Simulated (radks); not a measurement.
The numbers below are computed, except where a source is named.
Polarisability of the promethium ion Pm7+, [Kr] 4d10 4f3 5s2 5p3, at imaginary frequency. Code: a radial shooting solver on a logarithmic mesh with Libxc functionals. Model: non-relativistic Kohn-Sham, exchange-only LDA, spin-polarised, spherical densities, point nucleus; open shells are filled with parallel spins first (spin-orbit coupling, left out, can overturn this in heavy ions); relativity is left out, which matters for an element this heavy. Response by self-consistent Sternheimer equations with the Hartree and adiabatic exchange-only LDA kernel.

w (hartree),alpha1(iw) (bohr^3)
0.00266,3.276
0.0143,3.276
0.0360,3.273
0.0697,3.265
0.118,3.244
0.186,3.197
0.280,3.104
0.413,2.935
0.605,2.651
0.892,2.224
1.35,1.672
2.12,1.096
3.59,0.6147
6.94,0.2697
17.5,0.06858

Static values: alpha1 = 3.276 bohr^3 (0.4855 angstrom^3; uncoupled 5.839). C6 = 11.75, triple-dipole C9 = 26.64 atomic units. One-pole (London) frequency 4 C6 / (3 alpha1^2) = 1.460 hartree, against 3.836 for minus the highest occupied eigenvalue. The dipole shielding factor is 0.885, as the force sum rule N/Z = 0.885 demands.
